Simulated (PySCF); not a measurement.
**Ionisation energy of As(2+) by level of theory**

As(2+) [Ar] 3d10 4s2 4p1 (2P) → As(3+) [Ar] 3d10 4s2 (1S), as a difference of total energies. Computed with PySCF 2.14 in x2c-SVPall, with the spin-free X2C one-electron Hamiltonian (Gaussian nucleus). Correlated levels: valence: [Ar] 3d10 frozen. The calculations carry no spin-orbit coupling.

| method | ionisation energy (eV) |
| --- | --- |
| UHF | 27.475 |
| PBE | 28.165 |
| LDA | 28.311 |
| SCS-MP2 (valence) | 27.621 |
| CCSD (valence) | 27.726 |

Estimate what MP2 (valence) gives.

27.638 eV, closest to SCS-MP2 (valence) among the rows shown.

Estimate what CCSD(T) (valence) gives.

27.739 eV, closest to CCSD (valence) among the rows shown.

The reference lies between the lowest fine-structure levels, while these numbers refer to the centres of the terms.

Errors of the correlated levels include the incompleteness of this basis and the frozen core.

For comparison: 28.349 ± 0.012 eV (measured; NIST Atomic Spectra Database, ionization energies).
